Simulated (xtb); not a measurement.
Here is a job for xtb.
```
$ xtb mol.xyz --gfn 2 --chrg 1 --uhf 1 --json

# file mol.xyz
4

B      0.03835502     0.03398175    -0.03634696
H     -1.14157844    -0.19839382    -0.05654116
H      0.19951765    -0.63625243     0.94928073
H      0.75028569     0.66473750    -0.71100478
```

Q: What partial charges in atom order does GFN2-xTB run with xtb give?

A: B1 0.30, H2 0.27, H3 0.27, H4 0.15

Q: Predict the total energy from GFN2-xTB.

A: -2.1480 Eh
